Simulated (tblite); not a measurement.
C3H8BrOSi (doublet state).
Bonds: C1–C2, C2–C3, C3–O4, O4–Si5, Si5–Br6. Hydrogens: H7, H8, H9 on C1; H10 on C2; H11, H12 on C3; H13, H14 on Si5.

Computed with GFN2-xTB (tblite), gas phase: L-BFGS steps from a force-field or distance-geometry start until the largest atomic force falls under 0.01 eV/Å.

Step 91: E = -555.3746 eV
```
atom  x, y, z in Å  |  force x, y, z in eV/Å
C1      1.9848    0.7332   -0.0629   -0.027  -0.010   0.001
C2      1.3227   -0.4508    0.5131   -0.009  -0.012  -0.018
C3      0.1103   -1.0318   -0.0846   -0.005  -0.020  -0.009
O4     -1.0515   -0.5406    0.5989   -0.039  -0.019  -0.023
Si5    -2.4113    0.1374    0.0950    0.023   0.027  -0.021
Br6    -1.9245    1.4772   -1.6110   -0.010  -0.029   0.070
H7      1.6501    1.6520    0.4363    0.047  -0.010   0.010
H8      3.0650    0.6690    0.0794   -0.032   0.060  -0.011
H9      1.7560    0.8430   -1.1220    0.018  -0.029   0.019
H10     1.5930   -0.7661    1.5077   -0.002   0.004  -0.019
H11     0.0372   -0.7748   -1.1464    0.006   0.015   0.000
H12     0.0825   -2.1233    0.0233   -0.003   0.005   0.025
H13    -3.3866   -0.7850   -0.4685    0.035  -0.002   0.011
H14    -2.8284    0.9449    1.2193   -0.001   0.019  -0.033
```

Step 92: E = -555.3761 eV
```
atom  x, y, z in Å  |  force x, y, z in eV/Å
C1      1.9699    0.7348   -0.0710   -0.012  -0.003   0.008
C2      1.3231   -0.4538    0.5114    0.007  -0.005  -0.004
C3      0.1108   -1.0441   -0.0759    0.004  -0.016  -0.007
O4     -1.0506   -0.5468    0.6043   -0.048  -0.017  -0.024
Si5    -2.4019    0.1415    0.0921    0.015   0.031  -0.026
Br6    -1.8921    1.5065   -1.5868   -0.007  -0.031   0.063
H7      1.6341    1.6498    0.4333    0.026   0.008   0.000
H8      3.0513    0.6812    0.0650   -0.017   0.047  -0.025
H9      1.7321    0.8422   -1.1283    0.019  -0.019   0.025
H10     1.6044   -0.7608    1.5056   -0.014  -0.009  -0.018
H11     0.0366   -0.7987   -1.1403   -0.002   0.005   0.002
H12     0.0851   -2.1336    0.0467   -0.007  -0.005   0.016
H13    -3.3712   -0.7710   -0.4979    0.036   0.000   0.013
H14    -2.8323    0.9371    1.2195    0.000   0.016  -0.023
```

Question: Estimate the geometry and energy of step 93. (The exact step hangs on the optimiser's Hessian estimate; all steps are aligned on step 92, rigid shifts and turns removed.)

Answer: E = -555.3779 eV, largest force 0.161 eV/Å
```
atom  x, y, z in Å  |  force x, y, z in eV/Å
C1      1.9168    0.7432   -0.0983    0.017  -0.017   0.031
C2      1.3234   -0.4615    0.5096    0.011   0.022  -0.010
C3      0.1155   -1.0925   -0.0460    0.046  -0.019   0.002
O4     -1.0503   -0.5809    0.6182   -0.135   0.035  -0.078
Si5    -2.3675    0.1589    0.0808    0.003  -0.022  -0.060
Br6    -1.7759    1.6093   -1.5027   -0.013  -0.086   0.102
H7      1.5744    1.6474    0.4198   -0.002   0.028  -0.026
H8      3.0033    0.7232    0.0104   -0.032   0.029  -0.056
H9      1.6454    0.8422   -1.1491    0.032  -0.014   0.068
H10     1.6357   -0.7362    1.5048   -0.047  -0.034  -0.045
H11     0.0361   -0.8906   -1.1204   -0.008  -0.026   0.045
H12     0.1026   -2.1763    0.1264   -0.006   0.038  -0.008
H13    -3.3258   -0.7097   -0.6026    0.120   0.075   0.076
H14    -2.8345    0.9078    1.2268    0.014  -0.010  -0.041
```

The energy changes by -0.0018 eV. The first-order estimate −F·Δx gives -0.0043 eV and the mean of the old and new forces, exact on a quadratic surface, -0.0012 eV. The step makes an angle of 84° with the force vector and moves no atom by more than 0.176 Å.

The cost below is that of the whole relaxation. Hardware: an Intel Xeon at 2.70 GHz with one thread, shared host with 64 logical CPUs at a one-minute load of 57. Cost: 0.92 s.
